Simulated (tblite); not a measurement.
Q: Write Cartesian coordinates for `C=C[Si]1(N)N[SiH]N1` [radical] as optimised with GFN2-xTB. (Doublet state.)

A: 
```
atom  x, y, z in Å
C1    -2.4544    0.2079   -0.6442
C2    -1.2939   -0.4198   -0.7172
Si3    0.2927    0.1952    0.0700
N4     0.1540    1.8874    0.3650
N5     1.7367   -0.4641   -0.6671
Si6    2.3082   -1.3209    0.7447
N7     0.8623   -0.6657    1.4733
H8    -3.3575   -0.1773   -1.0958
H9    -2.5532    1.1444   -0.1202
H10   -1.2440   -1.3629   -1.2458
H11    0.9431    2.3540    0.7810
H12   -0.2485    2.4608   -0.3564
H13    2.1417   -0.3326   -1.5754
H14    2.2201   -2.7762    0.5647
H15    0.4884   -0.7221    2.4016
```

Any rigid rotation of these coordinates is as good. Atoms count from 1 in this order. N5 (nitrogen bonded to 2 Si and H) is planar (angles 131.7°, 131.6° and 96.6°, sum 359.8°, 0.03 Å off the plane of its three neighbours). C2 (carbon bonded to C, Si and H) is planar (angles 124.3°, 118.8° and 116.9°, sum 360.0°, 0.01 Å off the plane of its three neighbours). Si6 (silicon bonded to 2 N and H) is pyramidal (angles 111.9°, 111.5° and 83.2°, sum 306.7°, 0.69 Å off the plane of its three neighbours). The N–Si distances run from 1.723 Å (Si3–N4, drawn single) to 1.750 Å (Si3–N5, drawn single), a spread of 0.027 Å.

Bonds between heavy atoms (Å): C1=C2 1.321, C2–Si3 1.875, Si3–N4 1.723, Si3–N5 1.750, N5–Si6 1.747, Si6–N7 1.747, Si3–N7 1.742.

Computed geometry: GFN2-xTB, gas phase. This method treats the open shell by occupation alone, without spin polarisation.

Point group: C1 (no symmetry element, even within 0.4 Å). Its GFN2-xTB frequencies are all real (lowest 48 cm⁻¹). Torsions: C1–C2–Si3–N4 -21°, C2–Si3–N4–H -179° and -43°.

Hardware: Arm Neoverse V2, one thread, no GPU, shared host with 96 logical CPUs at a one-minute load of 52. Cost: 0.53 s wall. These figures are those of the optimisation.

One conformer stands for the species.
